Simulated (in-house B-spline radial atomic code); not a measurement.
**Xe5+: [Ar] 3d10 4s2 (4p1/2)2 (4p3/2)3 4d10 5s2 (5p1/2)1 (9d5/2)1 (an excited or competing configuration)**

All numbers are computed (Dirac-Hartree-Fock, average of the jj configuration; Fermi nucleus of rms radius 4.7859 fm) with a B-spline radial code for spherical atoms, not measured.

Z_r = [3n² - l(l+1)]/(2<r>); Z_e = n√(-2ε); the last column is Slater's effective charge. Values are occupation-weighted means over j. An effective charge above Z reflects the relativistic contraction of the inner shells.

```json
{"shell": "1s", "electrons": "2", "ε (eV)": "-34847", "<r> (bohr)": "0.02665", "Z_r": "56.28", "Z_e": "50.61", "Slater": "53.70"}
{"shell": "2s", "electrons": "2", "ε (eV)": "-5598.1", "<r> (bohr)": "0.114", "Z_r": "52.62", "Z_e": "40.57", "Slater": "49.85"}
{"shell": "2p", "electrons": "6", "ε (eV)": "-5033", "<r> (bohr)": "0.1001", "Z_r": "49.94", "Z_e": "38.47", "Slater": "49.85"}
{"shell": "3s", "electrons": "2", "ε (eV)": "-1257.4", "<r> (bohr)": "0.3045", "Z_r": "44.34", "Z_e": "28.84", "Slater": "42.75"}
{"shell": "3p", "electrons": "6", "ε (eV)": "-1069.2", "<r> (bohr)": "0.3029", "Z_r": "41.27", "Z_e": "26.59", "Slater": "42.75"}
{"shell": "3d", "electrons": "10", "ε (eV)": "-787.52", "<r> (bohr)": "0.2797", "Z_r": "37.54", "Z_e": "22.82", "Slater": "32.85"}
{"shell": "4s", "electrons": "2", "ε (eV)": "-309.91", "<r> (bohr)": "0.711", "Z_r": "33.76", "Z_e": "19.09", "Slater": "26.60"}
{"shell": "4p", "electrons": "5", "ε (eV)": "-250", "<r> (bohr)": "0.7539", "Z_r": "30.51", "Z_e": "17.15", "Slater": "26.60"}
{"shell": "4d", "electrons": "10", "ε (eV)": "-152.7", "<r> (bohr)": "0.8477", "Z_r": "24.77", "Z_e": "13.40", "Slater": "15.85"}
{"shell": "5s", "electrons": "2", "ε (eV)": "-91.624", "<r> (bohr)": "1.627", "Z_r": "23.04", "Z_e": "12.98", "Slater": "10.85"}
{"shell": "5p", "electrons": "1", "ε (eV)": "-78.661", "<r> (bohr)": "1.765", "Z_r": "20.68", "Z_e": "12.02", "Slater": "10.85"}
{"shell": "9d", "electrons": "1", "ε (eV)": "-8.8897", "<r> (bohr)": "13.34", "Z_r": "8.88", "Z_e": "7.27", "Slater": "6.00"}
```

The least bound orbital is 9d5/2 at -8.89 eV, and it is also the most diffuse (<r> = 13.34 bohr). The part-filled 4p shell lies below the filled 5s shell in orbital energy.

For the 1s electron the small component carries 3.96 % of the norm, the zero-frequency Breit interaction raises the level by 86.83 eV, self-energy by 49.96 eV, and vacuum polarisation lowers it by 7 eV.
